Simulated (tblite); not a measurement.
diisopropyl selenide (C₆H₁₄Se), singlet, geometry from GFN2-xTB; GFN1-xTB (tblite).

Here is a job for tblite.
```
$ tblite run mol.xyz --method gfn1 --charge 0 --spin 0 --guess eeq --json tblite.json --no-restart

# file mol.xyz
21

C      1.86446653     1.29407804     0.80317924
C      1.50690558    -0.17259937     0.65139770
C      2.68489215    -0.99790827     0.16360737
Se    -0.00341687    -0.41315183    -0.64432887
C     -1.48670476     0.35052891     0.47190419
C     -1.91146264     1.70546761    -0.06583612
C     -2.64416304    -0.63203627     0.51247011
H      2.19116429     1.70310963    -0.15088233
H      2.67491464     1.40507664     1.52279648
H      1.01422512     1.87378939     1.15742322
H      1.13115908    -0.57491929     1.59824306
H      2.40312917    -2.04381665     0.05518323
H      3.50766455    -0.92945013     0.87370971
H      3.02915302    -0.63217163    -0.80266792
H     -1.04753119     0.45505650     1.46887565
H     -1.06670254     2.38915777    -0.11779913
H     -2.32805585     1.59998211    -1.06575793
H     -2.67131268     2.14223315     0.58145157
H     -2.31920383    -1.59481014     0.90161164
H     -3.04810621    -0.78347580    -0.48724072
H     -3.43792651    -0.24778338     1.15189977
```

**Question.** What does tblite print? Leave out banner, timings and long lists.

**Answer.** 
```
xTB calculator
 | screened Coulomb repulsion
 | Coulomb electrostatics
 |  * isotropic Klopman-Ohno-Mataga-Nishimoto electrostatics
 |  * onsite third-order electrostatics
 | DFT-D3(BJ) dispersion correction

halogen bonding energy    0.0000000000000E+00 Eh
repulsion energy          2.9274155809587E-01 Eh
dispersion energy        -9.1128299411805E-03 Eh
number of electrons       4.4000000000000E+01 e
integral cutoff           2.0076194534669E+01 bohr

------------------------------------------------------------
  cycle        total energy    energy error   density error
------------------------------------------------------------
      1     -23.56988215247  -2.3853511E+01   5.2443617E-01
      2     -23.59659517280  -2.6713020E-02   3.1863732E-01
      3     -23.59742621500  -8.3104220E-04   3.2736893E-02
      4     -23.59882516757  -1.3989526E-03   7.7959099E-03
      5     -23.59900759938  -1.8243181E-04   2.3301580E-03
      6     -23.59902503946  -1.7440086E-05   2.1518251E-04
      7     -23.59902509539  -5.5930578E-08   3.4968655E-05
      8     -23.59902509694  -1.5424888E-09   3.4885269E-06
------------------------------------------------------------

electronic energy        -2.3882653825091E+01 Eh
total energy             -2.3599025096937E+01 Eh

Post processing:
 | Mayer-Wiberg bond orders

[Info] JSON dump of results written to 'tblite.json'
```
